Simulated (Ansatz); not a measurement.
`C[CH](O)[GeH3]`. Total charge 0; spin multiplicity 1. Geometry: relaxed with PBE0-D4/def2-TZVP. It is one conformer, not always the lowest.

```xyz
12

C     1.124   -0.252   -0.792
C    -0.177    0.395   -0.362
O     0.021    1.707    0.142
Ge   -1.071   -0.607    1.089
H     0.956   -1.261   -1.177
H     1.600    0.329   -1.591
H     1.827   -0.312    0.043
H    -0.871    0.415   -1.215
H     0.486    2.221   -0.526
H    -0.123   -0.707    2.295
H    -1.402   -2.027    0.590
H    -2.371    0.099    1.503
```

(1) What is the dipole moment at r2SCAN/def2-TZVPP? (An estimate is asked.)

(2) And with PBE, B3LYP, ωB97M-V? (An estimate is asked.)

(3) Give the Mulliken charges with r2SCAN, B3LYP, PBE in def2-TZVPP. (Estimate.)

## Answers

(1) Computed: 1.96 D, with components (0.83, -0.07, -1.77) D in this frame, pointing from negative to positive charge.

(2) The calculation gave: PBE 1.92 D, B3LYP 1.96 D, ωB97M-V 1.93 D.

(3) Computed: 
```
atom  r2SCAN  B3LYP    PBE
  C1   -0.17  -0.27  -0.27
  C2    0.09   0.05   0.02
  O3   -0.37  -0.35  -0.31
 Ge4    0.12   0.12   0.10
  H5    0.05   0.08   0.08
  H6    0.03   0.07   0.07
  H7    0.07   0.10   0.10
  H8    0.05   0.08   0.08
  H9    0.19   0.17   0.17
 H10   -0.02  -0.02  -0.02
 H11   -0.03  -0.02  -0.02
 H12   -0.02  -0.01  -0.01
```

B3LYP here is the variant with VWN-RPA as its local correlation; programs differ in this.
